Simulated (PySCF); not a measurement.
PySCF input (BP86/def2-SVP):

```python
from pyscf import gto, dft

mol = gto.M(
    atom='''
    F    -1.95477800    0.89537100   -0.04305600
    C    -1.45726700   -0.39229900    0.25125900
    Br    0.79584700   -0.13801300   -0.01053100
    H    -1.51803400   -0.87409600   -0.75148400
    ''',
    basis='def2-svp',
    charge=-1,
    spin=0,
    verbose=4,
)

mf = dft.RKS(mol, xc='bp86')
mf.grids.level = 3
mf.conv_tol = 1e-9
mf.max_cycle = 100
mf.max_memory = 1500
mf.kernel()
if not mf.converged:
    mf = mf.newton()
    mf.kernel(mf.make_rdm1())
mf.dip_moment()
```

From the output:

```
tot grids = 58616
init E= -2711.37378934221
  HOMO = -0.231509462680763  LUMO = -0.100765684957601  gap/eV = 3.55772
cycle= 1 E= -2712.46335346187  delta_E= -1.09  |g|= 0.518  |ddm|= 1.96
  HOMO = 0.102238546140403  LUMO = 0.19341157237183  gap/eV = 2.48094
cycle= 2 E= -2712.35467044921  delta_E= 0.109  |g|= 0.978  |ddm|= 1.36
  HOMO = 0.0785246137376991  LUMO = 0.182087932166221  gap/eV = 2.81810
cycle= 3 E= -2712.50880947765  delta_E= -0.154  |g|= 0.159  |ddm|= 0.78
  HOMO = 0.0583281809675262  LUMO = 0.15973241146846  gap/eV = 2.75935
cycle= 4 E= -2712.51486110973  delta_E= -0.00605  |g|= 0.0543  |ddm|= 0.282
  HOMO = 0.058204815585627  LUMO = 0.161950648323085  gap/eV = 2.82307
cycle= 5 E= -2712.51541736415  delta_E= -0.000556  |g|= 0.0168  |ddm|= 0.0995
  HOMO = 0.0603882070104191  LUMO = 0.1637020005999  gap/eV = 2.81131
cycle= 6 E= -2712.51546766235  delta_E= -5.03e-05  |g|= 0.011  |ddm|= 0.0475
  HOMO = 0.059337464861013  LUMO = 0.16285741780247  gap/eV = 2.81692
cycle= 7 E= -2712.51551038512  delta_E= -4.27e-05  |g|= 0.00101  |ddm|= 0.0187
  HOMO = 0.0593427851528801  LUMO = 0.162865297813613  gap/eV = 2.81699
cycle= 8 E= -2712.51551063614  delta_E= -2.51e-07  |g|= 0.000216  |ddm|= 0.00193
  HOMO = 0.0593509185173215  LUMO = 0.162860762337311  gap/eV = 2.81665
cycle= 9 E= -2712.51551064918  delta_E= -1.3e-08  |g|= 2.72e-05  |ddm|= 0.000341
  HOMO = 0.059346494316237  LUMO = 0.162858283561353  gap/eV = 2.81670
cycle= 10 E= -2712.51551064942  delta_E= -2.4e-10  |g|= 6.72e-06  |ddm|= 5.85e-05
  HOMO = 0.0593464345449961  LUMO = 0.162857921311649  gap/eV = 2.81669
Extra cycle  E= -2712.51551064941  delta_E= 1.77e-11  |g|= 1.2e-05  |ddm|= 2.58e-05
converged SCF energy = -2712.51551064941

WARN: System has nonzero charge -1; the dipole moment is origin-dependent.
Location of origin: [0. 0. 0.]

Dipole moment(X, Y, Z, Debye):  1.82769,  0.51586, -1.39621
```

The dipole moment of an ion depends on the origin.

The geometry given is a B3LYP-D3(BJ)/def2-TZVP minimum.
